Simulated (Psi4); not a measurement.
C6H9FO, singlet, at a GFN2-xTB geometry. Base run: PBE0/STO-3G in Psi4.

Input for Psi4:
```
memory 2 GB

molecule mol {
0 1
  C     2.226637    0.910633    0.518307
  C     1.084620    0.304703    0.250074
  C     0.796749   -0.599825   -0.913205
  C    -0.594963   -1.184003   -0.641043
  O    -1.236344   -1.462833   -1.860075
  C    -1.289654   -0.095549    0.192617
  C    -0.172941    0.447181    1.078751
  F    -0.404785    1.757068    1.445029
  H     3.091529    0.788779   -0.110356
  H     2.328743    1.563369    1.367853
  H     0.744831   -0.024375   -1.840261
  H     1.554710   -1.370884   -1.040438
  H    -0.506350   -2.103953   -0.039906
  H    -2.126103   -1.786536   -1.684893
  H    -2.141390   -0.466934    0.761433
  H    -1.625843    0.702173   -0.472841
  H    -0.088996   -0.111420    2.021746
}

set basis sto-3g
set reference rks

energy('pbe0')
print_variables()
```

Variants of this job, named by their change:

| change | E (Eh) | SCF-reference dipole (D) | core-seconds (rough) | outcome |
|---|---|---|---|---|
| base | -403.36123 | 1.49 | 20 | converged |
| functional = wb97m-v | - | - | - | cut at the time limit |
| functional = b2plyp | -403.13451 | - | 10 | converged |
| functional = dsd-pbep86 | -402.63623 | - | 10 | converged |
| functional = b3lyp5 | -403.50379 | 1.46 | 10 | converged |
| functional = cam-b3lyp | -403.53428 | 1.49 | 20 | converged |
| functional = m06-l | -403.64844 | 1.55 | 30 | converged |
| functional = blyp | -403.51798 | 1.41 | 10 | converged |
| functional = svwn | -401.58217 | 1.52 | 10 | converged |
| functional = tpssh | -403.84375 | 1.43 | 30 | converged |
| functional = bp86 | -403.73354 | 1.43 | 10 | converged |
| functional = r2scan | -403.58308 | 1.48 | 20 | converged |
| functional = hf (with energy('scf')) | -401.53157 | 1.58 | 5 | converged |

Total energies compare only within one method and basis.
